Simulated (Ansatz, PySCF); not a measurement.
Gas-phase reaction in SMILES: CCB(Br)CC + 2 B (BH3) + 2 C (CH4) → BBr (BH2Br) [bromoborane] + 2 BC (CH5B) [methylborane] + 2 CC (C2H6) [ethane]
Each molecule is optimised on its own at B3LYP-D3(BJ)/def2-TZVP (Ansatz, a quantum-chemistry and plane-wave program), one conformer each, not searched for the lowest. Frequencies are from Ansatz or PySCF.
Geometry of the first species:
SMILES: CCB(Br)CC
```xyz
16

C      2.5222     0.7222     0.6472
C      1.3664     0.0508     1.3853
B      0.0471    -0.2983     0.6322
Br    -0.0830     0.0005    -1.2901
C     -1.2216    -0.8618     1.3526
C     -2.3485     0.1889     1.4424
H      3.3713     0.8938     1.3111
H      2.8657     0.1095    -0.1872
H      2.2189     1.6852     0.2339
H      1.6994    -0.8979     1.8336
H      1.0683     0.6471     2.2600
H     -0.9603    -1.1956     2.3618
H     -1.6010    -1.7351     0.8134
H     -2.0198     1.0795     1.9826
H     -3.2148    -0.2152     1.9681
H     -2.6703     0.5026     0.4491
```

Property: bond separation energy (0 K, with B3LYP-D3(BJ) harmonic zero-point energies), in eV. Cores are frozen in the correlated levels unless marked. No spin-orbit coupling. Frozen are the shells of the preceding noble gas and the d and f shells that filled before the atom's block. No relativistic terms. CBS(X,Y): correlation extrapolated as X^-3; Hartree-Fock from the larger set. [CCSD(T)-MP2]/basis is that difference in the basis named.

| level | program | bond separation energy (eV) | minus last row |
|---|---|---|---|
| HF/6-31G* | Ansatz | 0.01 | -0.15 |
| HF/cc-pVTZ | Ansatz | -0.02 | -0.18 |
| revPBE/def2-TZVPD | Ansatz | -0.12 | -0.28 |
| r2SCAN-D4/def2-TZVPD | Ansatz + dftd4 | 0.09 | -0.07 |
| PBE0-D3(BJ)/def2-TZVPD | Ansatz + dftd3 | 0.08 | -0.08 |
| PBE0-D4/def2-TZVP | Ansatz + dftd4 | 0.08 | -0.08 |
| PBE0-D4/def2-TZVPD | Ansatz + dftd4 | 0.09 | -0.07 |
| r2SCANh-D4/def2-TZVPD | Ansatz + dftd4 | 0.09 | -0.07 |
| r2SCAN0-D4/def2-TZVPD | Ansatz + dftd4 | 0.10 | -0.06 |
| B2GP-PLYP/def2-TZVPD | Ansatz | 0.09 | -0.07 |
| MP2/STO-3G | Ansatz | -0.04 | -0.20 |
| MP2/6-31G | Ansatz | 0.33 | 0.17 |
| MP2/6-31G* | Ansatz | 0.23 | 0.07 |
| MP2/aug-cc-pVDZ | Ansatz | 0.32 | 0.16 |
| CCSD/6-31G* | Ansatz | 0.14 | -0.02 |
| CCSD/cc-pVTZ | Ansatz | 0.11 | -0.05 |
| CCSD(T)/6-31G* | Ansatz | 0.17 | 0.01 |
| CCSD(T)/aug-cc-pVDZ | Ansatz | 0.27 | 0.11 |
| CCSD(T)/cc-pVDZ | Ansatz | 0.13 | -0.03 |
| RI-MP2/CBS(cc-pVTZ,cc-pVQZ)+[CCSD(T)-MP2]/cc-pVDZ | Ansatz | 0.17 | 0.01 |
| RI-MP2/CBS(cc-pVTZ,cc-pVQZ)+[CCSD(T)-MP2]/cc-pVTZ | Ansatz | 0.16 | 0.00 |
